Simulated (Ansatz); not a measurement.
Mulliken charges of C$_{2}$H$_{3}$FO$_{2}$Zr (`C#[C][Zr]([OH])([OH])[F]`) from B3LYP/def2-TZVPP in Ansatz (PBE0-D4/def2-TZVP geometry).

| atom | x (Å) | y (Å) | z (Å) | charge (e) |
| --- | --- | --- | --- | --- |
| C1 | 2.424 | -0.442 | -1.183 | -0.251 |
| C2 | 1.327 | -0.162 | -0.743 | -0.494 |
| Zr3 | -0.667 | 0.378 | 0.022 | 1.581 |
| O4 | -1.767 | -1.176 | -0.062 | -0.517 |
| O5 | -0.456 | 1.018 | 1.804 | -0.517 |
| F6 | -1.414 | 1.753 | -1.070 | -0.401 |
| H7 | 3.387 | -0.686 | -1.571 | 0.222 |
| H8 | -2.355 | -1.914 | 0.070 | 0.188 |
| H9 | -0.479 | 1.230 | 2.733 | 0.188 |

Task: By hand: the dipole of these point charges (1 e Å = 4.8032 D).

Result: Σ q r = (-0.383, -0.114, 0.405) e Å, of length 0.569 e Å = 2.73 D.

Task: How does the dipole of the full density compare? (Estimate.)

Result: Computed: (-0.166, -0.324, 0.503) e Å, 2.98 D; the point charges give 0.92 times that, at 31° from its direction.

Point charges leave out the atoms' own dipoles, such as those of lone pairs, and Mulliken's split depends on the basis, so the two needn't agree.

B3LYP here is the variant with VWN-RPA as its local correlation; programs differ in this.
